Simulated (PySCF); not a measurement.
Stationary points of AsN(OH)2

All numbers come from PBE0/[As def2-TZVP, N def2-TZVP, O def2-TZVP, H def2-TZVP], no relativity, density fitting, PySCF.

Relaxations began from a few typed shapes. The search is not exhaustive: other isomers or separated fragments can lie lower, and high-lying points may rest on an excited occupation.

Order these stationary points by electronic energy, lowest first, in kJ/mol from the lowest minimum.
A. singlet Cs: As–N 1.617 Å, As–O 1.746 Å, As–O 1.769 Å, O–H 0.966 Å (×2); As–O–H 109.2° (×2), N–As–O 132.4°, N–As–O 133.9°, O–As–O 93.7°
B. singlet C2: As–N 1.672 Å, As–O 1.989 Å (×2), O–H 0.963 Å (×2); As–O–H 112.7° (×2), N–As–O 68.7° (×2), O–As–O 137.4°
C. singlet Cs: As–N 1.726 Å, As–O 1.767 Å, N–O 1.376 Å, O–H 0.962 Å, O–H 0.967 Å; As–N–O 115.1°, As–O–H 108.5°, H–O–N 103.3°, N–As–O 96.3°

C (0.0), A (78.7), B (265.3).

Which of them are minima?

By energy in kJ/mol, 0.0: minimum; 78.7: minimum; 265.3: saddle point, 1 imaginary mode.
